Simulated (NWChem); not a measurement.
Species: BCl cation, doublet; SMILES of the neutral closed-shell parent BCl

All runs: NWChem. Pople sets run with spherical d functions. Spin-unrestricted. This spin state was assumed; another may lie lower. No stability test was run on the SCF state. Each level has its own optimisation; frequencies are unscaled.

For level B3LYP/6-31G*:

```
Quantity                           Value
---------------------------------  -----
highest harmonic frequency (cm⁻¹)   1139
```

**Question.** What are these values for level UHF/6-31G*?

**Answer.** 
| Property | Value |
|---|---|
| highest harmonic frequency (cm⁻¹) | 1194 |
